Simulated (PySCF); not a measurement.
**Dipole response of Bi (bismuth, neutral)**

[Xe] 4f14 5d10 6s2 6p3, high-spin 4S determinant. Computed with PySCF 2.14 in ANO-RCC-VTZP (8s7p5d3f2g, 93 functions), with scalar relativity by spin-free X2C-1e. Coupled (time-dependent) response in atomic units; α is the mean over directions. The basis has no added diffuse functions, which lowers α and C₆.

```csv
method,mean α (bohr³),C₆ (like pair),S(−4)
PBE0,36.63,448.8,279.5
```

S(−4) is the Cauchy moment in α(ω) = α(0) + S(−4) ω² + …

Reference α: 48 ± 4 bohr³ (recommended; Schwerdtfeger and Nagle, table of static dipole polarizabilities (2023 update)). Published C₆: 513.0 (Gould and Bucko (2016)).

α(iu) at PBE0:

```tsv
u (hartree)	α(iu) (bohr³)
0	36.63
0.0500	35.95
0.100	34.13
0.200	28.91
0.300	23.69
0.500	15.95
0.750	10.46
1.00	7.471
1.50	4.510
2.00	3.090
3.00	1.745
5.00	0.7871
```

A single London oscillator, α(iu) = α/(1 + u²/ω²), gives C₆ = (3/4) ω α². Matching the computed C₆ needs ω = 4 × 448.8 / (3 × 36.63²) = 0.446 hartree.

Spin-orbit coupling, which splits the p, d and f shells strongly at this Z, is absent. Spin-orbit coupling is strong in this species (close to jj coupling), so the high-spin LS determinant is a model state, not a physical level.
